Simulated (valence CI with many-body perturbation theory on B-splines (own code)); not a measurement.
# E1 line list for Zn²⁵⁺

Method: valence CI with perturbative core correlation (CI+MBPT): three valence electrons over a frozen Dirac-Fock core [He], radial functions for each j: 11 s, 11 p, 9 d, 7 f, 5 g, 2 h, 1 i, with the one-electron correlation potential Σ1 (screened to all orders), the two-electron term Σ2, the three-electron term Σ3, Breit, model QED; selected single and double excitations, second order for the rest (own B-spline code, finite nucleus).

No measured levels were compared; by estimate levels of excited configurations hold to 0.05 to 0.15 % of their energy, terms of the ground configuration to about 0.5 %.

Lines 151 to 200 of 255 in falling wavelength, among levels below 118.39 Ry, chosen from the strongest by gf and those to the six lowest levels. Wavelengths and rates use the calculated energies, so an error of 900 cm⁻¹ moves a line at 0.8637 nm by 0.0078 % and its rate by three times that or more. Electric multipoles are in the length gauge, E1 and E2 with the static RPA response of the core. Weak lines are less certain than strong ones. Lines between different terms over intervals too small for the method are left out, as are lines whose strength nearly cancels. The highest levels of a list are the least certain.

Names give the largest LS component (configuration and term), which can be under half, so a name can repeat, a term be missing and a line seem to break the LS rules; names also repeat where a configuration has a term twice. Letters in brackets count levels of one name in rising energy.

```csv
λ vac (nm),Upper,Lower,A (s⁻¹),S (a.u.) with core polarisation,S without
0.8637,2s 2p 3d 4F°_3/2,2s 2p2 4P_1/2,1.74e+12,2.21e-03,2.22e-03
0.8630,2s 2p 3s 2P°_3/2 [b],2s 2p2 4P_3/2,3.89e+11,4.94e-04,4.95e-04
0.8610,2s 2p 3d 2D°_3/2 [b],2s 2p2 2P_1/2,1.49e+13,1.88e-02,1.88e-02
0.8610,2s 2p 3d 2D°_3/2 [a],2s 2p2 4P_3/2,1.86e+11,2.35e-04,2.35e-04
0.8602,2s 2p 3d 2F°_5/2 [a],2s 2p2 4P_3/2,5.11e+12,9.63e-03,9.65e-03
0.8599,2s 2p 3d 4D°_7/2,2s 2p2 4P_5/2,3.94e+13,9.89e-02,9.91e-02
0.8595,2s 2p 3p 4D_1/2,2s2 2p 2P°_3/2,2.49e+11,1.56e-04,1.56e-04
0.8595,2p2 3p 4D°_3/2 [a],2s 2p2 2P_1/2,2.37e+12,2.98e-03,2.98e-03
0.8594,2s 2p 3d 4D°_5/2,2s 2p2 4P_5/2,2.78e+13,5.23e-02,5.24e-02
0.8591,2s 2p 3d 2F°_7/2 [b],2s 2p2 2D_5/2,2.22e+13,5.56e-02,5.56e-02
0.8590,2s 2p 3d 2F°_5/2 [b],2s 2p2 2D_5/2,2.77e+12,5.20e-03,5.20e-03
0.8586,2p2 3p 2F°_5/2,2s 2p2 2P_3/2,1.92e+12,3.59e-03,3.59e-03
0.8586,2s 2p 3d 4P°_3/2,2s 2p2 4P_5/2,1.39e+13,1.74e-02,1.74e-02
0.8583,2s 2p 3d 2P°_1/2 [b],2s 2p2 2P_1/2,2.29e+13,1.43e-02,1.43e-02
0.8567,2s 2p 3d 4D°_3/2,2s 2p2 4P_1/2,3.14e+13,3.90e-02,3.90e-02
0.8563,2s 2p 3d 4D°_1/2,2s 2p2 4P_1/2,5.12e+13,3.17e-02,3.18e-02
0.8563,2s 2p 3d 2D°_5/2 [a],2s 2p2 4P_5/2,2.30e+12,4.27e-03,4.28e-03
0.8563,2s 2p 3p 4D_3/2,2s2 2p 2P°_3/2,1.11e+12,1.37e-03,1.37e-03
0.8543,2s 2p 3s 2P°_1/2 [b],2s 2p2 4P_1/2,2.32e+11,1.43e-04,1.43e-04
0.8542,2s 2p 3s 2P°_3/2 [b],2s 2p2 4P_1/2,1.32e+12,1.62e-03,1.63e-03
0.8541,2s 2p 3d 2F°_5/2 [b],2s 2p2 2D_3/2,3.62e+13,6.68e-02,6.69e-02
0.8537,2s2 3d 2D_3/2,2s2 2p 2P°_1/2,3.12e+13,3.83e-02,3.84e-02
0.8533,2s 2p 3d 2D°_3/2 [b],2s 2p2 2D_3/2,7.10e+12,8.71e-03,8.73e-03
0.8530,2s 2p 3d 4D°_5/2,2s 2p2 4P_3/2,1.21e+13,2.22e-02,2.22e-02
0.8523,2s 2p 3d 2D°_3/2 [a],2s 2p2 4P_1/2,1.61e+12,1.96e-03,1.97e-03
0.8523,2s 2p 3d 4P°_3/2,2s 2p2 4P_3/2,2.35e+13,2.87e-02,2.87e-02
0.8520,2s 2p 3p 4S_3/2 [a],2s2 2p 2P°_3/2,6.87e+11,8.39e-04,8.38e-04
0.8519,2s 2p 3d 4P°_1/2,2s 2p2 4P_3/2,3.33e+13,2.03e-02,2.04e-02
0.8518,2p2 3p 4D°_3/2 [a],2s 2p2 2D_3/2,5.24e+11,6.39e-04,6.39e-04
0.8516,2s 2p 3d 2D°_5/2 [b],2s 2p2 2D_3/2,1.04e+12,1.90e-03,1.90e-03
0.8511,2s 2p 3d 2F°_7/2 [a],2s 2p2 4P_5/2,8.81e+11,2.14e-03,2.15e-03
0.8506,2s 2p 3d 2P°_1/2 [b],2s 2p2 2D_3/2,2.18e+12,1.32e-03,1.33e-03
0.8502,2s 2p 3p 2P_1/2 [a],2s2 2p 2P°_3/2,2.51e+11,1.52e-04,1.52e-04
0.8499,2s 2p 3d 2D°_5/2 [a],2s 2p2 4P_3/2,9.17e+10,1.67e-04,1.67e-04
0.8497,2s 2p 3p 4D_5/2,2s2 2p 2P°_3/2,2.00e+11,3.63e-04,3.64e-04
0.8494,2s 2p 3p 4P_1/2,2s2 2p 2P°_3/2,6.36e+11,3.85e-04,3.84e-04
0.8477,2p2 3p 2S°_1/2,2s 2p2 2D_3/2,7.75e+11,4.66e-04,4.66e-04
0.8471,2p2 3p 2D°_3/2,2s 2p2 2P_1/2,2.47e+12,2.96e-03,2.96e-03
0.8470,2s 2p 3d 2P°_3/2 [a],2s 2p2 4P_3/2,1.91e+11,2.29e-04,2.29e-04
0.8434,2s 2p 3p 4D_1/2,2s2 2p 2P°_1/2,2.99e+12,1.77e-03,1.77e-03
0.8419,2p2 3p 2P°_3/2,2s 2p2 2P_1/2,3.96e+12,4.67e-03,4.67e-03
0.8418,2p2 3p 4P°_5/2,2s 2p2 2D_3/2,4.44e+11,7.85e-04,7.82e-04
0.8411,2p2 3p 4P°_1/2,2s 2p2 2D_3/2,8.54e+11,5.01e-04,5.01e-04
0.8403,2s 2p 3p 4D_3/2,2s2 2p 2P°_1/2,1.97e+12,2.31e-03,2.31e-03
0.8400,2s 2p 3p 4P_3/2,2s2 2p 2P°_3/2,5.23e+12,6.12e-03,6.11e-03
0.8396,2p2 3p 2D°_3/2,2s 2p2 2D_3/2,2.52e+12,2.94e-03,2.94e-03
0.8386,2s 2p 3p 4P_5/2,2s2 2p 2P°_3/2,5.55e+12,9.69e-03,9.68e-03
0.8386,2s 2p 3d 2P°_3/2 [a],2s 2p2 4P_1/2,2.74e+11,3.19e-04,3.19e-04
0.8371,2s 2p 3p 4S_3/2 [b],2s2 2p 2P°_3/2,6.76e+12,7.83e-03,7.82e-03
0.8366,2s 2p 3d 2F°_7/2 [b],2s 2p2 4P_5/2,6.18e+11,1.43e-03,1.43e-03
```
